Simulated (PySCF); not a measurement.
C4, SMILES [C-]12[C][C+]1[C]2 (connectivity only; charge and spin as stated), neutral, multiplicity 1. Atoms are numbered in the order given.

```xyz
4

C      0.0000     0.7466     0.0000
C      0.0000    -0.7466     0.0000
C      0.0000     0.0000    -1.2332
C      0.0000     0.0000     1.2332
```
Charge 0, spin multiplicity 1.

Geometry optimised at B3LYP-D3(BJ)/def2-TZVP.

Two levels are set side by side: PBE/pcSseg-2 (PySCF) and PBE0/pcSseg-2 (PySCF). GIAO shifts against TMS (¹³C) at the same level; non-relativistic, no solvent, atoms listed together averaged. Differences are taken from unrounded values.

| quantity | PBE0 | PBE | PBE minus PBE0 |
|---|---|---|---|
| δ(¹³C) of C1, C2 (ppm) | 304.3 | 297.3 | -7.0 |
| δ(¹³C) of C3, C4 (ppm) | 404.8 | 414.7 | 9.9 |

Rough cost on one machine, each run with all the roots and properties that it gave: PBE0 against PBE within a factor of 2.
